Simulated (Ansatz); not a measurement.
Consider the formal loss of a carbene: `CC(N)O[SiH3]` → `[CH2]` (triplet) + `NCO[SiH3]`.

Calculated with Ansatz (gas phase, PBE0-D4/def2-TZVP geometries, no zero-point term in ΔE). CCSD(T)/CBS adds triple-zeta CCSD(T) − MP2 to the extrapolated MP2 energy (def2 sets, frozen cores). This one scheme is used for every species. DFT in def2-TZVPP. Triplets are unrestricted, without spin–orbit coupling. Each species was taken in one conformer, which may not be the lowest.

CCSD(T)/CBS gives +4.70 eV.

Q: Another level gave +4.64 eV. Which?
A. PBE/def2-TZVPP
B. RPA@PBE/def2-TZVPP
C. ωB97X-V/def2-TZVPP
D. HF/def2-TZVPP

A: A. PBE 4.64, RPA@PBE/def2-TZVPP 4.50, HF/def2-TZVPP 3.12, ωB97X-V 4.80 eV.

Largest T1 diagnostic among the species: 0.011.

From r2SCAN to r2SCAN0 (25 % exact exchange), in def2-TZVPP and without D4, ΔE moves by −0.04 eV. In def2-TZVPP, CCSD(T) changes the Hartree–Fock value by +1.46 eV (the triples alone add +0.12 eV) and MP2 by +1.59 eV.

CCSD(T)/CBS has its own doubt, a few kJ/mol and more with outer-core shells, so smaller differences from it don't rank the levels.
